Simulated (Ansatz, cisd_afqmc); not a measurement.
Species: InBr2, charge 1, singlet. InBr2+ (SMILES [Br][In+][Br]).
B3LYP-D3(BJ)/def2-TZVP minimum from Ansatz (a first-principles code):
```
In
Br 1 2.3685
Br 1 2.3685 2 180.00
```
Charge +1, spin multiplicity 1.

Total energies in def2-SVP, 16 correlated electrons, 37 frozen orbitals. UHF or UKS for unpaired electrons; spin-orbit terms are left out. Correlated methods leave the cores frozen (noble-gas shells, and filled d and f shells in the p block). Past Kr the def2 sets carry scalar-relativistic core potentials. AFQMC/CISD: phaseless, guided by CISD from CCSD amplitudes; bars are statistical, one sigma. Outlying blocks are dropped, and bars are widened where a walk drifts. Over all cases where full CI ran beside it in this data, AFQMC minus full CI had a median of +0.1 mEh and passed +0.4 mEh in a tenth of the cases. Spin-orbit terms, left out, reach several kcal/mol for Br and I, and more for heavier atoms. The spin of Br2In+ ([Br][In+][Br], singlet) was assumed, and the state is the lowest solution found for it.

| method | program | energy (Eh) | minus CCSDT(Q) (mEh) |
|---|---|---|---|
| HF | Ansatz | -5333.24473 | 304.53 |
| MP2 | Ansatz | -5333.51525 | 34.00 |
| CCSD | Ansatz | -5333.53909 | 10.17 |
| CCSD(T) | Ansatz | -5333.54769 | 1.57 |
| CCSDT(Q) | Ansatz | -5333.54925 | 0.00 |
| AFQMC/CISD | cisd_afqmc | -5333.5489 ± 0.0004 | 0.3 ± 0.4 |

Rough core times of Ansatz's runs on a shared machine: CCSD(T) under 20 s, CCSDT(Q) 2 min.
